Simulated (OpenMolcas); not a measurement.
## Er2+ in a point-charge field

Er2+ among 7 point charges of -0.25 e arranged as a pentagonal bipyramid (D5h), 2.25 Å from the ion, with the axial distance 1.980 Å.

```json
{
  "Program": "OpenMolcas 26.06",
  "Method": "CASSCF",
  "Basis": "ANO-RCC-VDZP [7s6p4d2f1g]",
  "Scalar Hamiltonian": "DKH2, point nucleus",
  "Active space": "12 electrons in 7 orbitals (4f)",
  "State averaging": "2S+1 = 3 even, 21 roots; 2S+1 = 1 even, 27 roots kept (CI in the orbitals of an earlier block)",
  "Spin-orbit coupling": "RASSI with atomic mean-field integrals over the reference wave functions"
}
```

The lowest spin-free states, above the lowest:

```
   State  Degeneracy  E (cm-1)  Free-ion L (%)
2S+1 = 3           2       0.0         H (100)
2S+1 = 3           2      18.9         H (100)
2S+1 = 3           2      52.7         H (100)
2S+1 = 3           2      58.4         H (100)
2S+1 = 3           1      77.1         H (100)
2S+1 = 3           2     185.1         H (100)
2S+1 = 3           4      7439         F (100)
2S+1 = 3           2      7474         F (100)
2S+1 = 3           1      7503         F (100)
2S+1 = 1           2      8314         G (100)
2S+1 = 1           2      8377         G (100)
2S+1 = 1           2      8456         G (100)
2S+1 = 1           1      8485         G (100)
2S+1 = 1           2      8498         G (100)
2S+1 = 1           2     26017         D (100)
2S+1 = 1           1     26054         D (100)
2S+1 = 1           2     26151         D (100)
2S+1 = 1           1     31454         I (100)
2S+1 = 1           2     31476         I (100)
2S+1 = 1           2     31534         I (100)
```

The lowest levels with spin-orbit coupling:

```json
{"E (cm-1)": "0.0", "Degeneracy": "2", "2S+1": "3", "J": "6.00", "|mJ| (%)": "3 (100)", "g": "0.00 0.00 7.00"}
{"E (cm-1)": "6.3", "Degeneracy": "2", "2S+1": "3", "J": "6.00", "|mJ| (%)": "4 (100)", "g": "0.00 0.00 9.34"}
{"E (cm-1)": "21.0", "Degeneracy": "2", "2S+1": "3", "J": "6.00", "|mJ| (%)": "2 (100)", "g": "0.00 0.00 4.66"}
{"E (cm-1)": "45.2", "Degeneracy": "2", "2S+1": "3", "J": "6.00", "|mJ| (%)": "1 (100)", "g": "0.00 0.00 2.33"}
{"E (cm-1)": "55.5", "Degeneracy": "1", "2S+1": "3", "J": "6.00", "|mJ| (%)": "0 (100)", "g": ""}
{"E (cm-1)": "62.8", "Degeneracy": "2", "2S+1": "3", "J": "6.00", "|mJ| (%)": "5 (100)", "g": "0.00 0.00 11.67"}
{"E (cm-1)": "174.2", "Degeneracy": "2", "2S+1": "3", "J": "6.00", "|mJ| (%)": "6 (100)", "g": "0.00 0.00 13.99"}
{"E (cm-1)": "6269", "Degeneracy": "2", "2S+1": "3 (65 %)", "J": "4.00", "|mJ| (%)": "3 (100)", "g": "0.00 0.00 6.62"}
{"E (cm-1)": "6311", "Degeneracy": "2", "2S+1": "3 (65 %)", "J": "4.00", "|mJ| (%)": "2 (100)", "g": "0.00 0.00 4.43"}
{"E (cm-1)": "6364", "Degeneracy": "2", "2S+1": "3 (65 %)", "J": "4.00", "|mJ| (%)": "1 (100)", "g": "0.00 0.00 2.22"}
{"E (cm-1)": "6374", "Degeneracy": "2", "2S+1": "3 (66 %)", "J": "4.00", "|mJ| (%)": "4 (100)", "g": "0.00 0.00 8.81"}
{"E (cm-1)": "6384", "Degeneracy": "1", "2S+1": "3 (65 %)", "J": "4.00", "|mJ| (%)": "0 (100)", "g": ""}
{"E (cm-1)": "7060", "Degeneracy": "2", "2S+1": "3", "J": "5.00", "|mJ| (%)": "3 (100)", "g": "0.00 0.00 6.17"}
{"E (cm-1)": "7065", "Degeneracy": "2", "2S+1": "3", "J": "5.00", "|mJ| (%)": "2 (100)", "g": "0.00 0.00 4.08"}
{"E (cm-1)": "7083", "Degeneracy": "2", "2S+1": "3", "J": "5.00", "|mJ| (%)": "1 (100)", "g": "0.00 0.00 2.04"}
{"E (cm-1)": "7092", "Degeneracy": "1", "2S+1": "3", "J": "5.00", "|mJ| (%)": "0 (100)", "g": ""}
{"E (cm-1)": "7094", "Degeneracy": "2", "2S+1": "3", "J": "5.00", "|mJ| (%)": "4 (100)", "g": "0.00 0.00 8.29"}
{"E (cm-1)": "7197", "Degeneracy": "2", "2S+1": "3", "J": "5.00", "|mJ| (%)": "5 (100)", "g": "0.00 0.00 10.32"}
{"E (cm-1)": "11553", "Degeneracy": "2", "2S+1": "3", "J": "4.00", "|mJ| (%)": "2 (100)", "g": "0.00 0.00 3.88"}
{"E (cm-1)": "11572", "Degeneracy": "2", "2S+1": "3", "J": "4.00", "|mJ| (%)": "1 (100)", "g": "0.00 0.00 1.93"}
```

Powder χT (cm3 K/mol): 3.05 at 2 K, 5.66 at 10 K, 6.92 at 50 K, 7.07 at 100 K, 7.12 at 200 K, 7.14 at 300 K. The effective moment at 300 K is 2.828 √(χT) = 7.55 μB.

Hund's rules give f12 the level 3H6 with g = 1.167, so an isolated free-ion multiplet has χT = g² J(J+1) / 8 = 7.146 cm3 K/mol. The computed 7.137 at 300 K differs by 0 %, through the field's splitting, the mixing of terms and any other multiplet in reach.

Stevens parameters of the J = 6 multiplet, which is 174 cm-1 wide (cm-1, z along the main axis): B20 = 1.116e+00, B40 = 8.793e-03, B60 = -2.095e-05.

Point charges carry no covalency, so the field is a model and not that of real ligands. An unlabelled pair can be two single states that coincide in this model. A group larger than the point group allows holds several states that coincide in this model. The first state left out of the spin-orbit step lies near 77000 cm-1 above the lowest spin-free state of the reference (among the parities and spins computed), and the lists stop at four fifths of that energy or lower. No measured value stands beside these numbers.

With an even number of electrons the g values are those of a degenerate or nearly degenerate non-Kramers pair.
